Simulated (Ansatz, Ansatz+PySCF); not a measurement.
```xyz
3

Ni    0.0000    0.0000    0.0000
Cl    0.0000    0.0000    2.1382
Cl    0.0000    0.0000   -2.1382
```

Basis set: def2-SVP (spherical functions). Left uncorrelated: 15 orbitals. Correlation on ROHF uses semicanonical orbitals with singles. Charge 0, multiplicity 3.

Computed with Ansatz (development build ahead of 0.2.0); each method stands on the lowest determinant of its kind that the runs found. Restricted functionals stand beside restricted open-shell atoms, which can lie above the unrestricted atoms usual in DFT and then raise those values.

Give the atomization energy at this shape (free ground-state atoms in the same class of orbitals less the molecule, no zero-point energy) of triplet NiCl2 by ωB97X (unrestricted), ωB97X (restricted open-shell), r²SCAN (unrestricted), r²SCAN (restricted open-shell), PBE0 (unrestricted), PBE0 (restricted open-shell), PBE (unrestricted), PBE (restricted open-shell), ROHF-MP2, UHF-MP2, UHF, ROHF.

```
                        method  atomization energy
          ωB97X (unrestricted)        740.8 kJ/mol
 ωB97X (restricted open-shell)        746.4 kJ/mol
         r²SCAN (unrestricted)        805.6 kJ/mol
r²SCAN (restricted open-shell)        817.0 kJ/mol
           PBE0 (unrestricted)        746.1 kJ/mol
  PBE0 (restricted open-shell)        752.7 kJ/mol
            PBE (unrestricted)        807.7 kJ/mol
   PBE (restricted open-shell)        812.6 kJ/mol
                      ROHF-MP2        672.8 kJ/mol
                       UHF-MP2        669.5 kJ/mol
                           UHF        534.4 kJ/mol
                          ROHF        552.9 kJ/mol
```

Caution: other spin multiplicities were not run.
